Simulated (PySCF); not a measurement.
Calculation: M06-2X/def2-TZVP (PySCF 2.14.0). All species are isolated molecules in the gas phase. One relaxed conformer stands for a flexible species; it need not be the lowest. Excitations are Tamm–Dancoff values on a coarser integration grid. The basis has no diffuse functions, so Rydberg states are missing or too high.

Reference species (SMILES): `C#CCO` (neutral, multiplicity 1).

The HOMO is -9.27 eV and the S1–T1 gap (TDA) is 0.41 eV.

Changed species: `C=C1CO1`.

Question: Give the shifts of the HOMO and S1–T1 gap (TDA).

Answer: the HOMO rises by 0.91 eV, to -8.36 eV; the S1–T1 gap (TDA) rises by 1.87 eV, to 2.28 eV.
